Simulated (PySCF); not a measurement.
Isomers of C5H10OSi, mass 114.050 u with the commonest isotopes. Theory: CAM-B3LYP/def2-SVPD in PySCF (dipole) on a GFN2-xTB geometry, gas phase. One conformer each, none proved a minimum here; rigid rotors.

Question: Order these by out-of-plane moment Σ m c² = (Ia + Ib − Ic)/2, largest first.
A. `[CH3:1][C@H:2]1[CH:3]=[CH:4][O:5][SiH2:6][CH2:7]1` with C1–C2–C3–C4 160°, C3–C4–O5–Si6 -11°, C4–O5–Si6–C7 -9°, O5–Si6–C7–C2 39°
B. `[CH2:1]=[C:2]1[CH2:3][O:4][CH2:5][CH2:6][SiH2:7]1` with C1–C2–C3–O4 129°, C2–C3–O4–C5 70°, C3–O4–C5–C6 -75°, O4–C5–C6–Si7 56°
C. `[CH2:1]=[CH:2][C@@H:3]([CH:4]=[O:5])[CH2:6][SiH3:7]` with C1–C2–C3–C4 111°, C2–C3–C4–O5 120°, C2–C3–C6–Si7 171°
D. `[CH2:1]=[C:2]([CH3:3])[C@H:4]1[O:5][CH2:6][SiH2:7]1` with C1–C2–C4–O5 148°
E. `[CH2:1]=[C:2]([CH3:3])[C@@H:4]1[CH2:5][O:6][SiH2:7]1` with C1–C2–C4–C5 -145°
F. `[CH3:1][C:2](=[O:3])[C@@H:4]1[CH2:5][C@@H:6]1[SiH3:7]` with C1–C2–C4–C5 -129°

Answer: E (51.88 u·Å²), D (48.64 u·Å²), F (25.46 u·Å²), C (23.28 u·Å²), B (16.64 u·Å²), A (11.78 u·Å²).

Question: Order these by dipole moment, largest first.
A. `[CH2:1]=[C:2]([CH3:3])[C@H:4]1[O:5][CH2:6][SiH2:7]1` with C1–C2–C4–O5 148°
B. `[CH2:1]=[C:2]([CH3:3])[C@@H:4]1[CH2:5][O:6][SiH2:7]1` with C1–C2–C4–C5 -145°
C. `[CH3:1][C:2](=[O:3])[C@@H:4]1[CH2:5][C@@H:6]1[SiH3:7]` with C1–C2–C4–C5 -129°
D. `[CH3:1][C@H:2]1[CH:3]=[CH:4][O:5][SiH2:6][CH2:7]1` with C1–C2–C3–C4 160°, C3–C4–O5–Si6 -11°, C4–O5–Si6–C7 -9°, O5–Si6–C7–C2 39°
E. `[CH2:1]=[CH:2][C@@H:3]([CH:4]=[O:5])[CH2:6][SiH3:7]` with C1–C2–C3–C4 111°, C2–C3–C4–O5 120°, C2–C3–C6–Si7 171°

Answer: C (3.85 D), E (2.75 D), A (1.98 D), D (1.32 D), B (1.07 D).

Question: Order these by rotational constant C, smallest first.
A. `[CH2:1]=[C:2]([CH3:3])[C@@H:4]1[CH2:5][O:6][SiH2:7]1` with C1–C2–C4–C5 -145°
B. `[CH2:1]=[CH:2][C@@H:3]([CH:4]=[O:5])[CH2:6][SiH3:7]` with C1–C2–C3–C4 111°, C2–C3–C4–O5 120°, C2–C3–C6–Si7 171°
C. `[CH3:1][C@H:2]1[CH:3]=[CH:4][O:5][SiH2:6][CH2:7]1` with C1–C2–C3–C4 160°, C3–C4–O5–Si6 -11°, C4–O5–Si6–C7 -9°, O5–Si6–C7–C2 39°

Answer: B (1032 MHz), C (1328 MHz), A (1410 MHz).

```tsv
SMILES	point group	Ia (u·Å²)	Ib (u·Å²)	Ic (u·Å²)	κ	μa (D)	μb (D)	μc (D)
C=C(C)[C@@H]1CO[SiH2]1	C1	127.98	334.33	358.55	-0.92	0.91	0.56	0.06
C[C@H]1C=CO[SiH2]C1	C1	133.03	271.05	380.52	-0.57	1.09	0.75	0.00
C=C(C)[C@H]1OC[SiH2]1	C1	140.45	310.17	353.34	-0.82	0.97	1.29	1.15
C=C1COCC[SiH2]1	C1	169.60	227.16	363.48	0.05	0.03	0.76	0.65
C=C[C@@H](C=O)C[SiH3]	C1	158.05	378.04	489.54	-0.72	2.09	1.67	0.61
CC(=O)[C@@H]1C[C@@H]1[SiH3]	C1	140.10	291.22	380.40	-0.64	2.66	2.66	0.82
```
